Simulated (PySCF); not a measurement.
Excitations are Tamm–Dancoff values on a coarser integration grid. The basis has no diffuse functions, so Rydberg states are missing or too high.

Cartesian coordinates (Å):
SMILES: [GeH3][CH2]C=C
```xyz
12

C     -1.9756     0.1516     0.5976
C     -0.8475    -0.5417     0.4998
C      0.0810    -0.5160    -0.6584
Ge     1.7236     0.4894    -0.2336
H     -2.3210     0.7907    -0.2094
H     -2.5923     0.1026     1.4868
H     -0.5457    -1.1656     1.3397
H      0.3905    -1.5260    -0.9420
H     -0.3819    -0.0473    -1.5299
H      1.3701     1.9638     0.0204
H      2.7226     0.3955    -1.4021
H      2.3762    -0.0971     1.0310
```
Charge 0, multiplicity 1.

Q: Predict the T1 excitation (TDA), HOMO, brightest of the four lowest singlets (TDA), S1–T1 gap (TDA), S1 oscillator strength, dipole moment, S1 excitation (TDA) and total energy from PBE0-D4/def2-TZVP (PySCF).

A: 
The T1 excitation (TDA) comes out as 4.21 eV, the HOMO is -7.10 eV and the brightest of the four lowest singlets (TDA) is 7.03 eV. The S1–T1 gap (TDA) is 2.62 eV, the S1 oscillator strength comes out as 0.066 and the dipole moment is 0.50 D. The S1 excitation (TDA) is 6.84 eV. The total energy is -2195.7374 Ha.
